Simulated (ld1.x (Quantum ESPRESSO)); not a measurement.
# Br (Z = 35), TM: configuration errors across variants

Br (Z = 35), norm-conserving Troullier–Martins (Kleinman–Bylander form), made with ld1.x (Quantum ESPRESSO) 7.5 (LDA (PZ), scalar-relativistic). Core [Ar] 3d10, reference 4s2 4p5. Waves: 4s (bound): rc 1.25 bohr; 4p (bound): rc 1.40 bohr; 4d channel at 0.05 Ry: rc 1.40 bohr. Local part: all-electron potential smoothed inside 1.00 bohr (lloc = -2). Core correction: Bessel-smoothed model core inside 1.20 bohr.

All-electron excitation energies from the reference (eV): (1) 4s2 4p4 12.708; (2) 4s2 4p3 35.652; (3) 4s2 4p2 69.873; (4) 4s2 4p4.5 5.150; (5) 4s2 4p1 116.223; (6) 4s2 4p5.3 -2.007; (7) 4s1 4p6 12.418; (8) 4s2 4p5 spin -0.151; (9) 4s2 4p4 spin 11.998.

Spin tests fill each open shell by Hund’s rule, majority spin first.

A true bound ghost makes a file unfit for plane-wave use even where its test errors are small: the radial tests pick states by their node count and pass the ghost by.

Errors AE − PS in meV (a dash: test not solved or not reliable):

```csv
change,(1),(2),(3),(4),(5),(6),(7),(8),(9),bound ghosts
base,+2.4,+18,+52,+0.1,+109,+0.6,-2.7,+1.2,+7.5,none
"all radii but the core radius scaled by about 0.75 (s 0.94, p 1.04, d 1.04 bohr); local potential all-electron potential smoothed inside 0.74 bohr (lloc = -2)",+7.5,+36,+63,+1.4,-25,+0.7,0.0,+0.5,+6.5,"d, s"
"all radii but the core radius scaled by about 0.85 (s 1.06, p 1.20, d 1.20 bohr); local potential all-electron potential smoothed inside 0.86 bohr (lloc = -2)",-2.0,-17,-80,-0.6,-273,+0.4,-6.2,-0.3,-5.9,"d, s"
"all radii but the core radius scaled by about 0.91 (s 1.14, p 1.28, d 1.28 bohr); local potential all-electron potential smoothed inside 0.92 bohr (lloc = -2)",+9.3,+66,+228,+1.4,+579,+0.8,+3.6,+1.8,+21,"d, s"
"all radii but the core radius scaled by about 1.06 (s 1.32, p 1.48, d 1.48 bohr); local potential all-electron potential smoothed inside 1.06 bohr (lloc = -2)",+1.2,+10,+26,-0.2,+39,+0.5,-3.4,+1.4,+7.0,none
"all radii but the core radius scaled by about 1.15 (s 1.44, p 1.60, d 1.60 bohr); local potential all-electron potential smoothed inside 1.14 bohr (lloc = -2)",+0.7,+7.6,+18,-0.3,+20,+0.5,-3.6,+1.5,+7.1,none
"all radii but the core radius scaled by about 1.31 (s 1.64, p 1.84, d 1.84 bohr); local potential all-electron potential smoothed inside 1.32 bohr (lloc = -2)",+0.4,+5.3,+9.8,-0.4,-4.3,+0.5,-4.6,+1.0,+4.4,none
"all radii but the core radius scaled by about 1.37 (s 1.72, p 1.92, d 1.92 bohr); local potential all-electron potential smoothed inside 1.38 bohr (lloc = -2)",+0.4,+5.3,+9.8,-0.4,-4.7,+0.5,-6.4,+0.9,+3.8,none
```

Give the same row for: all radii but the core radius scaled by about 1.23 (s 1.54, p 1.72, d 1.72 bohr); local potential all-electron potential smoothed inside 1.22 bohr (lloc = -2).

+0.4, +5.9, +13, -0.4, +6.2, +0.5, -3.9, +1.4, +6.3; bound ghosts: none.
